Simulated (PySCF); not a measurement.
## P(2+) (phosphorus, charge +2) across methods

[Ne] 3s2 3d1, 2D determinant (an excited configuration). Computed with PySCF 2.14 in x2c-QZVPPall with one added diffuse shell each of s, p, d, f type (10s7p5d3f1g, 86 functions), with the spin-free X2C one-electron Hamiltonian (Gaussian nucleus). The B2PLYP total includes its PT2 part (frozen core); its orbital energies are those of the SCF part.

```tsv
method	E (hartree)	mean ε 3s α (eV)	mean ε 3s β (eV)	mean ε 3d α (eV)	Σ⟨r²⟩ (bohr²)	⟨S²⟩
PBE	-340.3834	-35.632	-34.881	-14.179	16.93	0.752
B3LYP	-340.5541	-36.765	-36.111	-14.713	17.06	0.751
wB97X-V	-340.4673	-39.421	-38.782	-16.643	17.07	0.751
LDA	-339.2505	-35.839	-35.056	-13.914	16.98	0.751
LC-wPBE	-340.3981	-39.960	-39.225	-17.083	16.82	0.751
r2SCAN	-340.4871	-35.716	-35.162	-14.260	16.92	0.752
PBE0	-340.3936	-36.999	-36.270	-14.825	17.09	0.751
UHF	-339.96946	-40.250	-39.425	-16.085	18.08	0.751
```

(1) Estimate the same row for B2PLYP.

The outer electron is Rydberg-like, and this basis confines it to a smaller radius and binds it less than a complete one would.

Answers

(1) E (hartree) = -340.4132; mean ε 3s α (eV) = -38.208; mean ε 3s β (eV) = -37.509; mean ε 3d α (eV) = -15.291; Σ⟨r²⟩ (bohr²) = 17.42; ⟨S²⟩ = 0.751.
